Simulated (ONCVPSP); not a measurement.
# Configuration tests for Ag (ONCV)

- Element: silver (Ag)
- Generator: ONCVPSP 4.0.1
- Type: optimised norm-conserving Vanderbilt (ONCV)
- Functional: PBEsol
- Relativity: scalar-relativistic
- Frozen core: [Ar] 3d10
- Valence charge: 19
- Reference configuration: 4s2 4p6 4d10 5s0.5 (charge +0.5)
- Partial waves: 4s+5s: rc 1.75 bohr, ncon 4, nbas 7, qcut 8.5 1/bohr, 3 projectors, debl 0.4 Ha; 4p: rc 1.65 bohr, ncon 4, nbas 6, qcut 7.4 1/bohr, 3 projectors, debl 2.6 Ha; 4d: rc 1.20 bohr, ncon 4, nbas 7, qcut 7.3 1/bohr, 2 projectors, debl 1.2 Ha
- Local potential: polynomial inside 0.95 bohr (lpopt 5, dvloc0 0 Ha)
- Core correction: Teter function fitted to the true core (icmod 2), fcfact 0.65

Energies are relative to the spin-unpolarised reference configuration 4s2 4p6 4d10 5s0.5; without spin polarisation the order of configurations can differ from experiment.

| valence configuration | charge | ΔE all-electron (eV) | error AE − PS (meV) |
| --- | --- | --- | --- |
| 4s2 4p6 4d10 5s1 | 0 | -3.020 | +0.4 |
| 4s2 4p6 4d10 5s0 | +1 | 4.726 | -1.1 |
| 4s2 4p6 4d9 5s0 | +2 | 26.840 | -2.4 |
| 4s2 4p6 4d9 5s1 5p1 | 0 | 5.587 | -0.1 |

Levels in the configuration 4s2 4p6 4d10 5s0:

| level | all-electron (eV) | pseudo (eV) |
| --- | --- | --- |
| 4s | -103.184 | -103.201 |
| 4p | -66.763 | -66.769 |
| 4d | -15.643 | -15.642 |
